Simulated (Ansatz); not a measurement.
Computed with Ansatz on PBE0-D4/def2-TZVP structures; ΔE is electronic, products minus reactants. CCSD(T)/CBS adds triple-zeta CCSD(T) − MP2 to the extrapolated MP2 energy (def2 sets, frozen cores). This one scheme is used for every species. Functionals use def2-TZVPP.

Reaction (hydrogenolysis of a C–C bond): `CC1(F)BO1` + H₂ → `FC1BO1` + CH₄

| species | PBE-QIDH energy (Eh) |
| --- | --- |
| `CC1(F)BO1` | -278.29556 |
| H₂ | -1.17036 |
| `FC1BO1` | -239.01106 |
| CH₄ | -40.47140 |

Task: Work out ΔE.

Result: ΔE = (-239.01106) + (-40.47140) − (-278.29556) − (-1.17036) = -0.01654 Eh = -43.4 kJ/mol. CCSD(T)/CBS gives -40.9 kJ/mol.

Task: What do rigid-rotor, harmonic-oscillator terms from PBE0-D4/def2-TZVP frequencies (298.15 K, 1 bar) make of the CCSD(T)/CBS value? (Estimate.)

Result: Computed: ΔZPE = +18.7 kJ/mol, ΔH = -24.5 kJ/mol, ΔS = 26 J/(mol·K), ΔG = -32.2 kJ/mol.

Largest T1 diagnostic among the species: 0.016.

Leaving LDA and LC-ωPBE aside and taking each functional with its dispersion term where it has one, the values, not all of them listed here, spread over 11.5 kJ/mol, from BHLYP-D4 to revPBE-D4. LDA lies +11.6 kJ/mol from PBE without D4. The D4 term adds +7.1 kJ/mol with B3LYP and +3.8 kJ/mol with PBE0; it sums over pairs of atoms, weighted by their polarisabilities, and B3LYP, whose exchange is more repulsive, gets the larger term. In def2-TZVPP, CCSD(T) changes the Hartree–Fock value by +16.9 kJ/mol (the triples alone add +3.9 kJ/mol) and MP2 by +20.0 kJ/mol.

B3LYP here is the variant with VWN-RPA as its local correlation; programs differ in this.
